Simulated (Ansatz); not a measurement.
A single point on `C[O][Ga]([NH2])[OH]`.

```yaml
crystal:
  periodic: [false, false, false]
  atoms:
    - {symbol: C, position_ang: [-1.248516, -1.377308, 0.966319]}
    - {symbol: O, position_ang: [-0.460609, -0.214446, 1.063103]}
    - {symbol: Ga, position_ang: [0.421581, 0.453137, -0.319962]}
    - {symbol: N, position_ang: [1.509120, 1.877764, -0.068346]}
    - {symbol: O, position_ang: [0.222816, -0.428553, -1.858744]}
    - {symbol: H, position_ang: [-2.281639, -1.148269, 1.250708]}
    - {symbol: H, position_ang: [-1.261365, -1.808208, -0.041214]}
    - {symbol: H, position_ang: [-0.869101, -2.139164, 1.656535]}
    - {symbol: H, position_ang: [1.420523, 2.418103, 0.776675]}
    - {symbol: H, position_ang: [1.800754, 2.453456, -0.840065]}
    - {symbol: H, position_ang: [0.746446, -0.086521, -2.585008]}
basis:
  gaussian: {orbitals: def2-QZVPP}
correlation: {method: mp2}
```

```sh
$ ansatz run in.yaml --threads 4 --pin off --events-out ev --progress --plain --max-ram 10444MiB
```

Shortened log:

```
Functional definition: HF
3070 factors; integrals over basis functions are off by at most 7.8e-4 eV
mean field evaluation 1: about -59015.4293 eV, gradient 6.0e1 eV
mean field evaluation 2: about -59015.5379 eV, gradient 6.0e1 eV
mean field evaluation 4: about -59021.9438 eV, gradient 5.0e0 eV
mean field evaluation 8: about -59022.0078 eV, gradient 4.6e-1 eV
mean field -59022.00843776 eV, -2169.0188035334 hartree, gradient 1.4e-6 eV, S^2 0.000000; 0 other end points of the search recorded, 0 dependent functions left out
13 core orbitals not correlated: weight in the atoms' cores, before any rotation towards them, 1.000 or more for the frozen orbitals, at most 0.000 for the correlated occupied ones
reference -59022.00843776 eV, -2169.0188035334 hartree; 20, 20 occupied and 464, 464 virtual orbitals, 3070 factors
second order -38.41238797 eV of doubles, -0.00000000 eV of singles
Total energy: -59060.42082573 eV, -2170.4304327545 hartree
```

It took 32 s on 4 threads of an Arm Neoverse V1 on a shared host, with 3.1 GiB of host memory at the peak.
